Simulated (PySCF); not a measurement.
The potential of point charges around `CC#CC1=CSCC1`

Species: `CC#CC1=CSCC1`. Coordinates (GFN2-xTB, Å) and charges (e) from the PBE0/pcSseg-1 density (PySCF):

```csv
atom,x,y,z,Mulliken,IAO,Hirshfeld,ESP-fitted
C1,3.473,0.029,-0.760,-0.1959,-0.4343,-0.0978,-0.5670
C2,2.088,0.060,-0.353,-0.3013,-0.0474,-0.0496,+0.3947
C3,0.936,0.087,-0.001,+0.2712,-0.0778,-0.0750,-0.7766
C4,-0.418,0.097,0.374,-0.4711,-0.0427,-0.0165,+0.6697
C5,-0.857,0.181,1.634,-0.1272,-0.2627,-0.0654,-0.4853
S6,-2.589,0.147,1.822,+0.0751,+0.1473,+0.0125,-0.0976
C7,-2.817,-0.261,0.044,-0.3210,-0.3371,-0.0635,-0.2021
C8,-1.504,0.044,-0.674,-0.0867,-0.2590,-0.0644,-0.3462
H9,3.793,-1.002,-0.919,+0.1465,+0.1701,+0.0591,+0.1751
H10,3.603,0.584,-1.688,+0.1459,+0.1709,+0.0595,+0.1766
H11,4.099,0.477,0.011,+0.1466,+0.1718,+0.0601,+0.1778
H12,-0.258,0.268,2.520,+0.1085,+0.1787,+0.0595,+0.3015
H13,-3.655,0.322,-0.330,+0.1569,+0.1616,+0.0472,+0.1586
H14,-3.068,-1.321,-0.005,+0.1657,+0.1545,+0.0415,+0.1352
H15,-1.551,1.012,-1.183,+0.1451,+0.1495,+0.0442,+0.1350
H16,-1.285,-0.716,-1.426,+0.1416,+0.1565,+0.0485,+0.1505
```

Points outside the species (Å): A (-0.8, 5.2, 4.5); B (0.0, -4.0, -1.4); C (3.9, -3.4, 3.7).

**Question.** Find the potential V = 14.3996 V·Å × Σ q/r of each set of charges at these points.

**Answer.** In volts:

| point | nearest atom | distance (Å) | Mulliken | IAO | Hirshfeld | ESP-fitted |
| --- | --- | --- | --- | --- | --- | --- |
| A | H12 | 5.34 | -0.170 | -0.070 | -0.042 | -0.101 |
| B | H16 | 3.53 | -0.151 | -0.171 | -0.076 | -0.051 |
| C | H9 | 5.21 | -0.094 | -0.088 | -0.038 | -0.039 |

**Question.** How far are the other sets from the ESP-fitted one at these points?

**Answer.** Root-mean-square difference: Hirshfeld 0.037 V, IAO 0.077 V, Mulliken 0.077 V. The ESP scheme fits charges at the nuclei, held to the total charge, to the electrostatic potential on points at 1.4 to 2.0 times the van der Waals radii.

**Question.** What energy would a point charge of -1 e have at A in the field of the ESP charges, leaving out polarisation?

**Answer.** +0.101 eV = +9.8 kJ/mol, a repulsion.

Isolated species at its GFN2-xTB geometry (one conformer only). GFN2-xTB frequencies show an imaginary mode (32i cm⁻¹), so this geometry is no minimum at that level.

These values come from a run that also computed NMR shieldings. Hardware: Arm Neoverse V1, one thread, shared host with 32 logical CPUs at a one-minute load of 38. Cost: 32 s wall (with the writing of density and orbital grids), 0.95 GiB resident at most.
